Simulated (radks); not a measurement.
Q: Isoelectronic series with 24 electrons, each ion in its NIST ground configuration. Calculated with a radial shooting solver on a logarithmic mesh with Libxc functionals: scalar-relativistic Kohn-Sham, BLYP, spin-unpolarised, spherical densities, point nucleus. Total energies (hartree) and orbital eigenvalues (eV):

ion    configuration  E (hartree)         3d         3p         3s
Cr      [Ar] 3d5 4s1  -1050.82384    -2.8465   -45.2818   -73.7592
Fe2+        [Ar] 3d6  -1271.85104   -25.7390   -78.4287  -112.3089
Ni4+        [Ar] 3d6  -1516.40755   -68.4311  -132.7625  -172.8230
Zn6+        [Ar] 3d6  -1784.32856  -125.5536  -201.6688  -248.4141
Se10+       [Ar] 3d6  -2390.57253  -279.2006  -379.2091  -440.6328
Kr12+       [Ar] 3d6  -2729.17109  -375.0338  -487.2402  -556.6874
Sr14+       [Ar] 3d6  -3091.65082  -483.3331  -607.9754  -685.9620
Zr16+       [Ar] 3d6  -3478.21138  -604.0204  -741.3906  -828.4949
Mo18+       [Ar] 3d6  -3889.07196  -737.0473  -887.4930  -984.3664

Estimate the row of Ge8+ ([Ar] 3d6).

A: E (hartree) -2075.67646; 3d -195.9637; 3p -283.9587; 3s -337.8255.
